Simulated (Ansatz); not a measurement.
The lowest singlet and triplet of C3H2 (SMILES [CH]C#C); geometries from B3LYP-D3(BJ)/def2-TZVP, each state relaxed from the structure named, with no frequency check, low spin by broken symmetry.
Singlet (charge 0, multiplicity 1):
```tsv
atom	x (Å)	y (Å)	z (Å)
C	0.0000	0.0000	-1.2646
C	0.0000	0.0000	0.0000
C	0.0000	0.0000	1.2646
H	0.0000	0.0000	-2.3260
H	0.0000	0.0000	2.3260
```
Triplet (charge 0, multiplicity 3):
```xyz
5

C     -1.230    -0.266    -0.145
C     -0.001     0.007    -0.006
C      1.232     0.241     0.167
H     -2.235    -0.478    -0.415
H      2.225     0.588     0.316
```

```json
[
 {"level": "R-HF/cc-pVQZ", "gap E(singlet) − E(triplet), adiabatic (kcal/mol)": "50.25", "cost": "-"},
 {"level": "R-SVWN5/def2-TZVPP", "gap E(singlet) − E(triplet), adiabatic (kcal/mol)": "23.52", "cost": "×0.7"},
 {"level": "R-r2SCAN/def2-TZVPP", "gap E(singlet) − E(triplet), adiabatic (kcal/mol)": "32.78", "cost": "×2"},
 {"level": "R-B3LYP/def2-TZVPP", "gap E(singlet) − E(triplet), adiabatic (kcal/mol)": "25.55", "cost": "×0.9"},
 {"level": "U-B3LYP/def2-TZVPP (spin-contaminated)", "gap E(singlet) − E(triplet), adiabatic (kcal/mol)": "7.86", "cost": "×2"},
 {"level": "R-PBE0/def2-TZVPP", "gap E(singlet) − E(triplet), adiabatic (kcal/mol)": "29.93", "cost": "×0.8"},
 {"level": "U-wB97M-V/def2-TZVPP (spin-contaminated)", "gap E(singlet) − E(triplet), adiabatic (kcal/mol)": "11.96", "cost": "×5"},
 {"level": "R-SCS-MP2/cc-pVTZ", "gap E(singlet) − E(triplet), adiabatic (kcal/mol)": "11.23", "cost": "-"},
 {"level": "R-CCSD/cc-pVDZ", "gap E(singlet) − E(triplet), adiabatic (kcal/mol)": "31.83", "cost": "-"},
 {"level": "R-CCSD/cc-pVQZ", "gap E(singlet) − E(triplet), adiabatic (kcal/mol)": "28.44", "cost": "-"},
 {"level": "SA-CASSCF(6,6)/cc-pVQZ", "gap E(singlet) − E(triplet), adiabatic (kcal/mol)": "22.74", "cost": "-"},
 {"level": "SC-NEVPT2 on SA-CASSCF(6,6)/cc-pVQZ", "gap E(singlet) − E(triplet), adiabatic (kcal/mol)": "18.98", "cost": "-"},
 {"level": "FIC-NEVPT4(SD) on SA-CASSCF(6,6)/cc-pVTZ", "gap E(singlet) − E(triplet), adiabatic (kcal/mol)": "20.41", "cost": "-"},
 {"level": "FIC-MRCISD+Q on SA-CASSCF(6,6)/cc-pVTZ", "gap E(singlet) − E(triplet), adiabatic (kcal/mol)": "20.34", "cost": "-"}
]
```

The rows run from 7.86 (U-B3LYP/def2-TZVPP (spin-contaminated)) to 50.25 kcal/mol (R-HF/cc-pVQZ). The 4 R-functionals in def2-TZVPP without D3 or D4 span 9.27, from R-SVWN5 to R-r2SCAN.

A positive gap puts the triplet lower; no zero-point energy. R- takes a restricted singlet, here one determinant of a half-filled degenerate or near-degenerate pair, which mixes singlet states. U- takes an unrestricted singlet (broken symmetry where lower, unprojected). The triplet is unrestricted in single-reference levels. Active spaces average the two states.

Correlated levels freeze the cores.

Doubts at one or more of the structures used: a restricted determinant that unrestricted orbitals would lower (R-HF/cc-pVQZ, R-SVWN5/def2-TZVPP, R-r2SCAN/def2-TZVPP, R-B3LYP/def2-TZVPP, R-PBE0/def2-TZVPP, R-SCS-MP2/cc-pVTZ, R-CCSD/cc-pVDZ, R-CCSD/cc-pVQZ); a spin-contaminated determinant (R-HF/cc-pVQZ, R-SCS-MP2/cc-pVTZ, R-CCSD/cc-pVDZ, R-CCSD/cc-pVQZ).

Codes used: Ansatz (an electronic-structure program). Values without a source in brackets are computed.

Costs are rough ratios of core time to R-PBE/def2-TZVPP (about 5 s over the structures, on one shared machine); a dash marks a level with no comparable run of its own.
